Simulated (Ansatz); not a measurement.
Computed with Ansatz on PBE0-D4/def2-TZVP structures; ΔE is electronic, products minus reactants. CBS: MP2 limit from def2 TZ/QZ plus the TZ coupled-cluster correction, frozen cores. For Ga outer-core shells are correlated without core-valence functions, which leaves a few kJ/mol of doubt a bond. Scalar relativity is left out up to krypton. Each species was taken in one conformer, which may not be the lowest.

`C[CH]([AlH2])CO` + `[OH][GaH2]` → `[AlH2][O][GaH2]` + `CCCO`  (ligand exchange at the Al–C bond)

`C[CH]([AlH2])CO`:

Z-matrix (Å, degrees):
```
C
C 1 1.531
H 1 1.093 2 111.2
H 1 1.095 2 111.3 3 119.4
H 1 1.093 2 111.8 3 -120.7
Al 2 1.968 1 112.9 3 172.7
C 2 1.511 1 112.4 3 -57.7
H 2 1.104 1 107.8 3 59.3
H 6 1.592 2 121.2 1 144.1
H 6 1.590 2 119.0 1 -37.5
O 7 1.420 2 109.3 1 61.1
H 7 1.102 2 109.8 1 -59.7
H 7 1.100 2 110.4 1 -177.6
H 11 0.960 7 108.7 2 -177.1
```

`[OH][GaH2]`:

Cartesian coordinates in Å:
```
O -1.181 0.473 0.094
Ga 0.416 -0.250 -0.259
H -1.262 0.830 0.981
H 1.486 -0.228 0.883
H 0.541 -0.825 -1.699
```

`[AlH2][O][GaH2]`:

Cartesian coordinates in Å:
```
Al -1.108 1.277 0.048
O -0.012 0.012 0.002
Ga 1.147 -1.322 -0.049
H -0.579 2.731 0.390
H -2.634 0.973 -0.252
H 1.803 -1.600 -1.438
H 1.383 -2.071 1.300
```

`CCCO`:

```xyz
12

C     0.323   -1.180   -0.910
C     0.235   -0.359    0.365
C    -0.527    0.937    0.164
O    -0.669    1.691    1.348
H     0.825   -0.625   -1.707
H     0.879   -2.105   -0.750
H    -0.672   -1.451   -1.273
H     1.245   -0.126    0.726
H    -0.256   -0.932    1.158
H    -0.046    1.532   -0.627
H    -1.545    0.722   -0.174
H     0.209    1.897    1.680
```

```json
{"species": "`C[CH]([AlH2])CO`", "HF/def2-TZVPP energy (Eh)": "-435.67848"}
{"species": "`[OH][GaH2]`", "HF/def2-TZVPP energy (Eh)": "-1999.90700"}
{"species": "`[AlH2][O][GaH2]`", "HF/def2-TZVPP energy (Eh)": "-2242.46551"}
{"species": "`CCCO`", "HF/def2-TZVPP energy (Eh)": "-193.19750"}
```

Work out ΔE.

ΔE = (-2242.46551) + (-193.19750) − (-435.67848) − (-1999.90700) = -0.07753 Eh = -2.11 eV. CCSD(T)/CBS gives -1.81 eV.

Largest T1 diagnostic among the species: 0.015.

The D4 term adds +0.05 eV with B3LYP and +0.03 eV with PBE0; it sums over pairs of atoms, weighted by their polarisabilities, and B3LYP, whose exchange is more repulsive, gets the larger term. From PBE to PBE0 (25 % exact exchange), in def2-TZVPP and without D4, ΔE moves by −0.07 eV. In def2-TZVPP, CCSD(T) changes the Hartree–Fock value by +0.27 eV (the triples alone add +0.04 eV) and MP2 by +0.25 eV.

B3LYP here is the variant with VWN-RPA as its local correlation; programs differ in this.
